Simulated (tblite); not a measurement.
Species: C₆H₁₁BO₂.
Atom-mapped SMILES: `[CH2:1]=[CH:2][CH2:3][CH:4]1[CH2:5][O:6][BH:7][O:8][CH2:9]1` (hydrogens: H10, H11 on C1; H12 on C2; H13, H14 on C3; H15 on C4; H16, H17 on C5; H18 on B7; H19, H20 on C9)

Geometry (GFN2-xTB, Å), atoms numbered from 1 in this order:
```
atom  x, y, z in Å
C1    -3.157    0.250    0.610
C2    -2.154   -0.415    0.069
C3    -1.029    0.230   -0.679
C4     0.283    0.215    0.118
C5     1.370    1.020   -0.603
O6     2.611    0.953    0.067
B7     2.908   -0.135    0.811
O8     2.087   -1.196    0.965
C9     0.818   -1.203    0.342
H10   -3.231    1.322    0.533
H11   -3.948   -0.244    1.148
H12   -2.104   -1.492    0.158
H13   -0.873   -0.291   -1.627
H14   -1.289    1.268   -0.898
H15    0.117    0.673    1.100
H16    1.093    2.079   -0.659
H17    1.501    0.641   -1.625
H18    3.941   -0.160    1.354
H19    0.149   -1.772    0.997
H20    0.902   -1.731   -0.618
```

All values are computed: GFN2-xTB (tblite) harmonic vibrations without scaling, gas phase. This tight-binding method is rough: wavenumbers can miss measured ones by several per cent, in bad cases by 10 to 20. Modes of hydrogen on boron can be 10 to 20 % off. One conformer, not necessarily the lowest.

Harmonic wavenumbers (cm⁻¹): 44.9, 63.5, 144.2, 163.2, 206.7, 332.5, 369.0, 398.4, 440.6, 455.0, 483.7, 649.0, 730.8, 775.3, 867.9, 901.5, 909.1, 923.9, 932.6, 940.3, 972.1, 1025.5, 1041.0, 1083.5, 1109.1, 1118.4, 1149.6, 1175.1, 1194.5, 1198.0, 1217.6, 1255.5, 1258.8, 1285.3, 1309.9, 1336.6, 1342.3, 1347.1, 1413.5, 1472.6, 1476.6, 1483.3, 1718.0, 2674.6, 2883.6, 2888.0, 2928.7, 2936.1, 2939.7, 2961.4, 2981.0, 3063.9, 3098.1, 3127.7.

A = 3781, B = 923.9, C = 806.4 MHz; mass 126.085 u (most abundant isotopes); point group C1, symmetry number 1.

Task: What is the zero-point energy?

Result: ½Σν̃ = 36099 cm⁻¹ = 103.21 kcal/mol.

Task: What is S at 400 K and 1 bar for an ideal gas of classical rigid rotors and harmonic oscillators?

Result: Translation 41.90, rotation 30.00, vibration 34.72: S = 106.6 cal/(mol K).

Task: And Cp and H(400 K) − H(0)?

Result: Cp = 47.22 cal/(mol K), of which vibrations give 39.27 (their classical limit is 54 R = 107.3); H(400 K) − H(0) = 10.55 kcal/mol without the zero-point energy, 7.37 from vibrations.

Task: How do the functions run with temperature in this model?

Result: 
```tsv
T (K)	S (cal/(mol K))	Cp (cal/(mol K))	H − H(0) (kcal/mol)	G − H(0) (kcal/mol)	ln q(vib)
150	75.8	20.9	2.16	-9.21	2.64
250	88.6	30.5	4.71	-17.45	4.82
298.15	94.5	35.9	6.31	-21.85	5.88
600	129.4	65.1	21.90	-55.73	12.94
900	159.3	82.0	44.20	-99.16	20.02
```

q(vib) and H(0) count from the zero-point level.

Task: What must be added to the electronic energy to get the Gibbs energy at 400 K and 1 bar?

Result: ZPE + [H(400 K) − H(0)] − T·S = 103.21 + 10.55 − 42.65 = 71.11 kcal/mol.

Task: Blend soft modes into free rotors: weight 1/[1 + (100 cm⁻¹/ν̃)⁴] for the oscillator and the rest for a rotor with moment μB/(μ + B), μ = h/(8π²ν), B = 10⁻⁴⁴ kg m². What vibrational entropy results?

Result: 31.82 cal/(mol K) in place of 34.72, which changes −T·S at 400 K by +1.16 kcal/mol.

Hindered rotation and anharmonicity are outside this model. Other conformers, if any are populated, would add a mixing term that is left out. The structure is chiral; the term R ln 2 for an equal mix with its mirror image is left out.

Time: 2.7 s wall, 2.1 s CPU. Hardware: one thread of an Intel Xeon at 2.50 GHz, on a shared host. This covers the Hessian and the dipole derivatives.
